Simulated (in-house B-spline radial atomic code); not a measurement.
RPA and G0W0 on r2SCAN: P4+

Configuration [Ne] 3s1, highest spin, mean-field start r2SCAN. Computed with a B-spline radial code for spherical atoms: all electrons, non-relativistic, point nucleus, each spin shell either full or empty, empty states to l = 9 with an (l + 1/2)⁻⁴ tail; G0W0 by contour deformation at full frequency.

Command:
```bash
python run_gw.py task.json out
```
Settings (radii: box in bohr, nucleus in fm):
```
Z                        15
electrons                11
configuration            [Ne] 3s1
hamiltonian              nr
method                   r2scan
lmax                     9
spin_polarised           True
box_radius               11.96
intervals                47
ion_configuration        [He] 2s2 2p6
```

Time taken, with all properties: 1.4 s on 1 thread of Arm Neoverse V2, with other jobs on the host.

Energies (hartree):

```
                                     term       value
                         mean-field total  -337.14936
Hartree-Fock functional on these orbitals  -336.73324
                      direct second order    -0.71843
                    second-order exchange     0.27168
                         SOSEX correction     0.24977
```

**Question.** What is the RPA correlation energy, and what remains with SOSEX?

**Answer.** RPA gives -0.64908 hartree (-1.61 eV per electron); RPA + SOSEX gives -0.39931, and the second-order doubles -0.44675 hartree (no singles). SOSEX takes back 38 % of the RPA value.

Quasi-particle levels (eV):

| level | occupied | mean field | Σx - vxc | Σc | QP weight | G0W0 |
| --- | --- | --- | --- | --- | --- | --- |
| 3s up | yes | -59.69 | -4.81 | ? | ? | ? |
| 2p down | yes | -182.83 | -20.18 | 3.35 | 0.929 | -199.66 |
| 2p up | yes | -183.18 | -20.34 | 3.42 | 0.926 | -200.10 |
| 3s down | no | -53.46 | 4.10 | -2.07 | 0.947 | -51.43 |

G0W0 = mean field + (Σx - vxc) + Σc, with Σc (partial-wave tail included) taken at the quasi-particle energy. Only the outer levels were computed. Levels of low weight are left out.

**Question.** Where does G0W0 put 3s up?

**Answer.** At -65.90 eV, with Σc = -1.40 eV and a quasi-particle weight of 0.967. The tabulated removal energy is 65.025 eV (NIST, measured); the calculation leaves out relativity, Breit and QED terms, and what these don't explain is the method's own error.

**Question.** What does it cost to remove one electron (to [He] 2s2 2p6) by differences of total energies, each species on its own start (correlation terms add to the Hartree-Fock functional)?

**Answer.** r2SCAN 64.80 eV, Hartree-Fock functional 64.40 eV, + RPA 65.64 eV, + RPA + SOSEX 64.81 eV, + second order 64.93 eV. Tabulated: 65.025 eV (NIST, measured); the calculation leaves out relativity, Breit and QED terms, and what these don't explain is the method's own error.
